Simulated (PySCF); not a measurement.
PySCF 2.14 output of an unrestricted LDA calculation on a single atom or ion in aug-cc-pwCVTZ-PP with ECP60MDF (8s8p7d4f3g, 122 functions), with scalar relativity through the core potential:

```
SCF conv_tol = 1e-09
number electrons alpha = 10  beta = 7
    P. A. M. Dirac.,  Math. Proc. Cambridge Philos. Soc. 26, 376 (1930)
    F. Bloch.,  Z. Phys. 57, 545 (1929)
    S. H. Vosko, L. Wilk, and M. Nusair.,  Can. J. Phys. 58, 1200 (1980)
cycle= 1 E= -134.205099943519  delta_E= -0.0104  |g|= 0.0659  |ddm|= 0.315
cycle= 2 E= -134.205419500722  delta_E= -0.00032  |g|= 0.0596  |ddm|= 0.0823
cycle= 3 E= -134.206298967624  delta_E= -0.000879  |g|= 0.00124  |ddm|= 0.0329
cycle= 4 E= -134.206299490266  delta_E= -5.23e-07  |g|= 4.07e-05  |ddm|= 0.00117
cycle= 5 E= -134.20629949075  delta_E= -4.85e-10  |g|= 2.98e-07  |ddm|= 3.84e-05
converged SCF energy = -134.20629949075  <S^2> = 3.750222  2S+1 = 4.000111
```

The run itself started from symmetry-adapted Hartree-Fock orbitals and held the occupation by maximum overlap, on a logarithmic radial grid, so the iterations belong to that start.

Q: Which element, charge and spin multiplicity is this?

A: Au²⁺ (gold, charge +2), multiplicity 4; the state was [Xe] 4f14 5d8 6s1, high-spin 4F determinant (an excited configuration).

Energies and moments cover only the electrons outside the core potential. Spin-orbit coupling, absent here, splits the open shell strongly.
